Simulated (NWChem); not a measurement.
# CH4MgO; SMILES [CH3][Mg][OH]

```xyz
7

Mg     0.3156     0.1726    -0.0001
C      0.2926    -1.9210    -0.0001
H      1.1974    -2.3404    -0.4890
H     -0.5893    -2.3222    -0.5432
H      0.2570    -2.3312     1.0314
O      0.4659     1.9614     0.0019
H      0.1106     2.8565    -0.0023
```
Atoms are numbered in this order, from 1.

Level: PBE-D3(BJ)/def2-SVP (NWChem), optimised geometry, unscaled harmonic frequencies. 

| frequency (cm⁻¹) | IR intensity (km/mol) |
|---|---|
| 7 | 129.0 |
| 127 | 59.1 |
| 147 | 0.0 |
| 172 | 84.0 |
| 472 | 3.0 |
| 580 | 87.9 |
| 581 | 83.7 |
| 801 | 72.8 |
| 1102 | 0.1 |
| 1378 | 0.3 |
| 1379 | 0.3 |
| 2963 | 11.4 |
| 3060 | 8.0 |
| 3060 | 7.9 |
| 3912 | 72.6 |

```
Quantity                                                                            Value
-----------------------------------------------------------------------  ----------------
zero-point energy                                                           28.2 kcal/mol
thermal correction to the enthalpy at 298.15 K (with zero-point energy)     32.8 kcal/mol
heat capacity Cv                                                         18.3 cal/(mol K)
entropy at 298.15 K and 1 atm (symmetry number 1)                        79.2 cal/(mol K)
dipole moment                                                                      0.79 D
```

Rigid rotor and harmonic oscillator; modes under 100 cm⁻¹ make the entropy uncertain.
